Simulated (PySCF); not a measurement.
CH₈FNOSi₂, SMILES C[SiH2]N[Si@@H](F)O.

The structure is a stationary point at PBE-D3(BJ)/def2-SVP. The structure was generated by enumeration; whether it is a known compound was not checked. Other conformers were not sampled.

Two levels are set side by side: PBE/def2-TZVP (PySCF) and r2SCAN/def2-TZVP (PySCF). Same geometry, gas phase. Differences are taken from unrounded values.

| quantity | r2SCAN |
|---|---|
| orbital gap (eV) | 6.97 |
| highest occupied level (eV) | -6.74 |
| lowest empty level (eV) | 0.23 |
| dipole moment (D) | 0.98 |
| mean polarisability (bohr³) | 73.0 |

Q: What does PBE give, and how far is it from r2SCAN? (Estimate from the structure and the level; the computed values follow.)

A: 
```
quantity                       PBE  PBE minus r2SCAN
---------------------------  -----  ----------------
orbital gap (eV)              6.14             -0.83
highest occupied level (eV)  -6.43              0.30
lowest empty level (eV)      -0.30             -0.53
dipole moment (D)             0.96             -0.02
mean polarisability (bohr³)   75.8               2.7
```

Rough cost on one machine, each run with all the roots and properties that it gave: r2SCAN against PBE about 4 times.
